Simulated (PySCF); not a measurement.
**Correlation energy of Cs(41+) (caesium, charge +41)**

[Ne] 3s2 3p2, high-spin 3P determinant. All numbers are calculated (PySCF 2.14, scalar relativity by spin-free X2C-1e, in an even-tempered Gaussian basis (18 s from 7.7 bohr⁻², ratio 2.5; 12 p from 10 bohr⁻², ratio 2.5; 4 d from 40 bohr⁻², ratio 2.7; 4 f from 60 bohr⁻², ratio 2.7)). Frozen: 1s2; 12 electrons correlated; the 21 highest virtual orbitals of each spin left out.

```csv
level,correlation energy (mhartree)
CCSD,-523.30
(T),-0.94
CCSD(T),-524.24
```

Diagnostics: T1 = 0.00061, D1 = 0.0027, largest double amplitude 0.052.

Problem. Is a single reference adequate?

Solution. Yes, within this model without spin-orbit coupling: T1 lies below 0.03 and no double amplitude reaches 0.07.

At this charge the one-electron X2C treatment keeps the bare 1/r₁₂, with no two-electron picture change or Breit term. The effect here is smaller than on the frozen 1s shell; and a scalar Hamiltonian misses the large spin-orbit splitting of the p shells, which matters for ns² → np² pairs.

Spin-orbit coupling is strong in this species, so the high-spin LS determinant is a model state.
